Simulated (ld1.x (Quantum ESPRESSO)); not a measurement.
Configuration tests for aluminium (Al) (TM)

```json
{
  "Element": "Al (Z = 13)",
  "Generator": "ld1.x (Quantum ESPRESSO) 7.5",
  "Type": "norm-conserving Troullier–Martins (Kleinman–Bylander form)",
  "Functional": "Wu–Cohen",
  "Relativity": "scalar-relativistic",
  "Frozen core": "[Ne]",
  "Valence charge": "3",
  "Reference configuration": "3s1.75 3p1.25",
  "Partial waves": "3s (bound): rc 2.25 bohr; 3p (bound): rc 2.30 bohr; 3d channel at 0.25 Ry: rc 2.50 bohr",
  "Local potential": "the d channel",
  "Core correction": "Bessel-smoothed model core inside 1.25 bohr"
}
```

Energies are relative to the spin-unpolarised reference configuration 3s1.75 3p1.25; without spin polarisation the order of configurations can differ from experiment. The frozen-core shift is the all-electron ΔE with the core orbitals held at their reference shape minus the fully relaxed ΔE.

Q: Give the all-electron excitation energy and the error of the potential for: 3s2 3p1; 3s2 3p0; 3s1 3p0; 3s2 3p0.5; 3s1 3p2; 3s2 3p1.3; 3s1 3p1.

A:

```json
{"valence configuration": "3s2 3p1", "charge": "0", "ΔE all-electron (eV)": "-1.266", "error AE − PS (meV)": "-0.2", "frozen-core shift (meV)": "+0.1"}
{"valence configuration": "3s2 3p0", "charge": "+1", "ΔE all-electron (eV)": "4.472", "error AE − PS (meV)": "+1.0", "frozen-core shift (meV)": "+0.6"}
{"valence configuration": "3s1 3p0", "charge": "+2", "ΔE all-electron (eV)": "23.665", "error AE − PS (meV)": "+18", "frozen-core shift (meV)": "+22"}
{"valence configuration": "3s2 3p0.5", "charge": "+0.5", "ΔE all-electron (eV)": "0.806", "error AE − PS (meV)": "-0.6", "frozen-core shift (meV)": "+0.1"}
{"valence configuration": "3s1 3p2", "charge": "0", "ΔE all-electron (eV)": "3.863", "error AE − PS (meV)": "-3.2", "frozen-core shift (meV)": "+1.1"}
{"valence configuration": "3s2 3p1.3", "charge": "-0.3", "ΔE all-electron (eV)": "-1.830", "error AE − PS (meV)": "+0.1", "frozen-core shift (meV)": "+0.1"}
{"valence configuration": "3s1 3p1", "charge": "+1", "ΔE all-electron (eV)": "10.274", "error AE − PS (meV)": "+1.4", "frozen-core shift (meV)": "+4.2"}
```

Levels in the configuration 3s2 3p0.5:

| level | all-electron (eV) | pseudo (eV) |
| --- | --- | --- |
| 3s | -11.074 | -11.068 |
| 3p | -5.678 | -5.677 |
